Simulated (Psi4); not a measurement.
**The standard entropy of HfH2Cl2O2 (SMILES Cl[Hf](Cl)(O)O) from a frequency calculation**

A singlet with charge 0, relaxed at MP2/def2-SVP (density fitting, core potential, density fitting for correlation), 12 core orbitals frozen (Psi4 1.11):

```xyz
7

Cl   -1.4482   -2.1810    0.0017
Hf    0.0978   -0.4002   -0.0234
Cl    2.2882   -1.2560   -0.2017
O    -0.2580    0.7053   -1.5330
O    -0.0543    0.5728    1.6068
H    -0.4500    1.3257   -2.2383
H    -0.1501    1.1299    2.3812
```

Harmonic wavenumbers in cm⁻¹: 99, 124, 139, 149, 173, 304, 358, 377, 381, 389, 394, 740, 754, 4015, 4019.

Masses in u: Cl 35.45, Hf 178.49, O 15.999, H 1.008. Take T = 298.15 K, p = 1 bar, R = 8.3145 J/(mol K), kT/hc = 207.22 cm⁻¹, rigid rotor and harmonic oscillator.

Task: Compute the standard molar entropy.

Result: 
1. Translation (Sackur–Tetrode): S = R[3/2 ln M + 5/2 ln T − 1.1517] with M = 283.404 gives 179.3 J/(mol K).
2. Rotation: principal moments 251.409, 353.506, 424.608 u Å² give A, B, C = 0.0671, 0.0477, 0.0397 cm⁻¹; the symmetry number is σ = 2; q = (√π/σ)√((kT/hc)³/ABC) = 234518; S = R(ln q + 3/2) = 115.3.
3. Vibration: with u = ν̃/207.22, each mode gives R[u/(eᵘ − 1) − ln(1 − e⁻ᵘ)]; the sum is 90.1, most from 99 cm⁻¹ (14.5), 124 cm⁻¹ (12.7), 139 cm⁻¹ (11.8).
4. Spin: R ln 1 = 0.0.
5. Sum: 179.3 + 115.3 + 90.1 + 0.0 = 384.7 J/(mol K).

No measured value is set beside it here. Where a soft mode is a torsion, a harmonic oscillator describes it poorly.
